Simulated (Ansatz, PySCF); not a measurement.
Gas-phase reaction in SMILES: CN(C)[Si](Cl)(Cl)Cl + 2 N (NH3) + 3 [SiH4] (SiH4) → 2 CN (CH5N) [methanamine] + N[SiH3] + 3 [SiH3]Cl
Structures are relaxed separately at B3LYP-D3(BJ)/def2-TZVP in Ansatz (a program for electronic structure), one conformer each, not searched for the lowest. Frequencies are from Ansatz or PySCF.

Wanted: bond separation energy (enthalpy at 298 K, with B3LYP-D3(BJ) rigid-rotor harmonic-oscillator terms), in kcal/mol. Correlated levels leave the core frozen unless marked. Spin-orbit coupling is left out. No relativistic terms. CBS(X,Y): correlation extrapolated as X^-3; Hartree-Fock from the larger set. The bracket is a focal-point correction in the basis named.

```csv
level,program,bond separation energy (kcal/mol)
PBE-D3(BJ)/def2-TZVPD,Ansatz + dftd3,17.2
PBE-D4/def2-TZVPD,Ansatz + dftd4,18.2
PBE0-D4/def2-TZVPD,Ansatz + dftd4,16.9
r2SCAN0/def2-TZVPD,Ansatz,14.8
HSE06-D4/def2-TZVPD,Ansatz + dftd4,16.7
HSE06/def2-TZVPD,Ansatz,12.8
B2GP-PLYP/def2-TZVPD,Ansatz,___
SCS-MP2/aug-cc-pV(T+d)Z,Ansatz,16.9
CCSD/aug-cc-pV(D+d)Z,Ansatz,17.1
"RI-MP2/CBS(aug-cc-pV(T+d)Z,aug-cc-pV(Q+d)Z)+[CCSD(T)-MP2]/aug-cc-pV(T+d)Z",Ansatz,___
```

Q: What belongs in the gaps?

A: 
- B2GP-PLYP/def2-TZVPD, bond separation energy (kcal/mol): 14.4
- RI-MP2/CBS(aug-cc-pV(T+d)Z,aug-cc-pV(Q+d)Z)+[CCSD(T)-MP2]/aug-cc-pV(T+d)Z, bond separation energy (kcal/mol): 16.5
